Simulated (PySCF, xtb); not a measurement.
B(H)(F)(OH) (BFH2O), SMILES OBF. The values are those of a single conformer.

Harmonic wavenumbers (cm⁻¹) from GFN2-xTB (xtb) at its own minimum, in rising order: 466, 583, 791, 896, 1051, 1156, 1348, 2580, 3657.

**Question.** What does PySCF with B3LYP-D3(BJ)/def2-TZVP give at its own minimum? (An estimate is asked for; the answer gives what the named calculation found.)

**Answer.** 517, 580, 932, 958, 1103, 1210, 1450, 2637, 3852. Paired by order, the mean absolute difference is 79 cm⁻¹ and the zero-point energies are 17.9 and 18.9 kcal/mol.
